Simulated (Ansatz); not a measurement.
Single points on C₃H₉Bi⁺, that is BiMe3 with one electron fewer.

```yaml
crystal:
  periodic: [false, false, false]
  atoms:
    - {symbol: Bi, position_ang: [0.007028, 0.004217, 1.287776]}
    - {symbol: C, position_ang: [1.904755, -0.007630, 0.035478]}
    - {symbol: H, position_ang: [2.526845, 0.859118, 0.299664]}
    - {symbol: H, position_ang: [1.638412, 0.039830, -1.029636]}
    - {symbol: H, position_ang: [2.468256, -0.930258, 0.234269]}
    - {symbol: C, position_ang: [-0.946442, 1.649466, 0.041746]}
    - {symbol: H, position_ang: [-0.826160, 1.414864, -1.025122]}
    - {symbol: H, position_ang: [-0.460721, 2.609602, 0.266038]}
    - {symbol: H, position_ang: [-2.015911, 1.720188, 0.285693]}
    - {symbol: C, position_ang: [-0.956641, -1.641002, 0.049714]}
    - {symbol: H, position_ang: [-2.037243, -1.663205, 0.249985]}
    - {symbol: H, position_ang: [-0.518995, -2.611818, 0.321669]}
    - {symbol: H, position_ang: [-0.783184, -1.443362, -1.017285]}
basis:
  gaussian: {orbitals: def2-TZVP, initial_orbitals: start.molden}
total_charge: 1
magnetization: {spin_polarized: true, initial_magnetization: 1}
hamiltonian: {xc: pbe, dispersion: d4}
scf: {omitted_lower_state_checks: [starts]}
output: {orbitals: {seedname: orbitals}}
```

The file start.molden holds the orbitals of an earlier run on this structure, at another level or in another basis.

```sh
$ ansatz run in.yaml --threads 4 --pin off --events-out ev --progress --plain --max-ram 3916MiB
```

Shortened log:

```
Functional definition: PBE
1296 factors; their error is unknown
mean field evaluation 1: about -9087.0698 eV, gradient 6.0e0 eV
mean field evaluation 2: about -9087.1744 eV, gradient 1.1e-1 eV
mean field evaluation 4: about -9087.1283 eV, gradient 8.2e-4 eV
mean field -9087.12826094 eV, -333.9458041129 hartree, gradient 2.0e-5 eV, S^2 0.751542; 0 other end points of the search recorded, 0 dependent functions left out
reference -9087.12830621 eV, -333.9458057763 hartree; 25, 24 occupied and 172, 173 virtual orbitals, 1296 factors
Total energy: -9087.37099808 eV, -333.9547245380 hartree
Checks for a lower state left out: starts
```

Run time 2.7 s (4 threads of Arm Neoverse V2 on a shared host).

The first input with `hamiltonian: {xc: pbe0, dispersion: d4}` (abridged; 4.6 s):

```
Functional definition: PBE0
mean field -9086.93094326 eV, -333.9385528218 hartree, gradient 1.3e-5 eV, S^2 0.755162
Total energy: -9087.13761723 eV, -333.9461479500 hartree
Checks for a lower state left out: starts
```

First input, but with `hamiltonian: {xc: r2scan, dispersion: d4}` (abridged; 7 s):

```
Functional definition: r2SCAN
mean field -9091.74550395 eV, -334.1154846636 hartree, gradient 2.3e-5 eV, S^2 0.755736
Total energy: -9091.80402011 eV, -334.1176350931 hartree
Checks for a lower state left out: starts
```

Geometry: PBE0-D4/def2-SVP, that of the neutral singlet.

In the def2 sets Bi takes a core potential; there is no spin–orbit coupling.
